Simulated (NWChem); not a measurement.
System: CH$_{3}$FSn, singlet; SMILES [CH3][Sn][F]

Results from NWChem. Low-valent species are run as closed-shell singlets; no triplet was tried in these runs. Coordinates come from a PBE0/def2-SVP optimisation. def2 effective core potentials on Sn; no spin-orbit coupling. B3LYP is NWChem's, with the RPA form of VWN correlation. Ions are spin-unrestricted doublets at the neutral geometry; other ion states weren't tried.

Task: Order these by “ΔSCF minus −ε(HOMO) (eV)”, lowest first: CAM-B3LYP/def2-SVPD; PBE/def2-SVPD; PBE0/def2-SVPD; B3LYP/def2-SVPD.

Result: CAM-B3LYP/def2-SVPD (1.02), PBE0/def2-SVPD (2.14), B3LYP/def2-SVPD (2.37), PBE/def2-SVPD (3.09)
